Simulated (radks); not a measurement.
Problem. These are the eigenvalues of the occupied orbitals of an atom or ion with whole-number occupations (hartree). All-electron calculation, scalar-relativistic Kohn-Sham, r2SCAN, spin-polarised, spherical densities, finite nucleus; meta-GGA in the generalised Kohn-Sham scheme; Fermi nuclear charge, rms radius of each element as measured or else 0.836 A^(1/3) + 0.57 fm. Program: a radial shooting solver on a logarithmic mesh with Libxc functionals.

| orbital | eigenvalue |
|---|---|
| 1s up | -31.64812 |
| 1s down | -31.60419 |
| 2s up | -2.16620 |
| 2s down | -2.07292 |
| 2p up | -1.25841 |
| 2p down | -1.15844 |

Which element is it, and in what charge state? The configuration may be excited. Open shells, if any, are filled with parallel spins first.

Solution. Z = 10, neon, charge +1: Ne+ in [He] 2s2 2p5. The list shows which subshells hold electrons but not how many an open one holds; the 1s level, -31.648 hartree, gives Z - s = 8.0 by -(Z - s)^2/2, which with screening and relativity narrows Z to a few neighbours, and the depths of the outer levels then fix element, charge and occupations together.
